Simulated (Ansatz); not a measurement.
`[CH3][Ga]([Cl])[C]#N` + CH₃OH → `C[O][Ga]([CH3])[Cl]` + `C#N` at 500 K and 1 bar (ligand exchange at a Ga–C bond).

Gas-phase electronic energies from Ansatz, PBE0-D4/def2-TZVP geometries. CCSD(T)/CBS adds triple-zeta CCSD(T) − MP2 to the extrapolated MP2 energy (def2 sets, frozen cores). This one scheme is used for every species. For Ga outer-core shells are correlated without core-valence functions, which leaves a few kJ/mol of doubt a bond. Scalar relativity is left out up to krypton. One conformer a species, not always the lowest.

```csv
species,CCSD(T)/CBS energy (Eh),H − E (kJ/mol),S (J/(mol·K))
`[CH3][Ga]([Cl])[C]#N`,-2516.38895,163.7,436.2
CH₃OH,-115.61712,157.0,265.4
`C[O][Ga]([CH3])[Cl]`,-2538.69055,258.8,464.3
`C#N`,-93.32098,60.1,220.8
```

H − E and S are ideal-gas, rigid-rotor, harmonic terms from PBE0-D4/def2-TZVP, for one conformer and one mirror image of each species. 1 Eh = 2625.50 kJ/mol, R = 8.31446 J/(mol·K).

Task: By hand: ΔE, ΔH, ΔS and ΔG.

Result: ΔE = (-2538.69055) + (-93.32098) − (-2516.38895) − (-115.61712) = -0.00546 Eh = -14.3 kJ/mol. Δ(H − E) = 258.8 + 60.1 − 163.7 − 157.0 = -1.8, so ΔH = -16.1 kJ/mol. ΔS = 464.3 + 220.8 − 436.2 − 265.4 = -16.5 J/(mol·K). ΔG = -16.1 − 500 × (-16.5)/1000 = -7.9 kJ/mol.

Task: By hand: the equilibrium constant, and the temperature at which ΔG would vanish if ΔH and ΔS stayed fixed.

Result: log₁₀ K = −ΔG/(RT ln 10) = 0.8. ΔG = 0 at ΔH/ΔS = 976 K, though so small a ΔS makes that figure unsure.

TΔS isn't small against ΔH here. A doubt of 5 kJ/mol in ΔE shifts log₁₀ K by 0.5 here. Other conformers and mirror images would add mixing entropy, several J/(mol·K) or more a flexible species. Modes under 60 cm⁻¹, often nearly free rotors, make the harmonic entropy too high. These are equilibria of isolated gas molecules and say nothing of rates. Largest T1 diagnostic: 0.014 (customary marks: 0.02 for closed shells, 0.045 for open ones).
